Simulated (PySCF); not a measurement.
**Worked example: dipole moment from atomic charges**

GaH, SMILES [GaH] (connectivity only; charge and spin as stated), neutral, multiplicity 1. Atoms are numbered in the order given.

```xyz
2

Ga     0.0000     0.0000    -0.0525
H      0.0000     0.0000     1.6288
```
Charge 0, spin multiplicity 1.

Coordinates come from a PBE0-D3(BJ)/def2-TZVPD optimisation.

Charges (e) from PySCF with PBE/def2-TZVPD:

```tsv
atom	ESP fit	IAO
Ga1	0.145	0.174
H2	-0.145	-0.174
```

The dipole moment of the full density is 0.46 D.

What dipole moment does each set of point charges give, and which comes closer to that of the density?


μ = Σ q r, and 1 e Å = 4.8032 D.
ESP fit: Σ q r = (0.000, 0.000, -0.244) e Å, |μ| = 1.17 D.
IAO: Σ q r = (0.000, 0.000, -0.293) e Å, |μ| = 1.41 D.
ESP fit comes closer in size. Point charges leave out the atoms' own dipoles (lone pairs, polarised bonds); fits to the potential absorb them, partitions of the density don't.
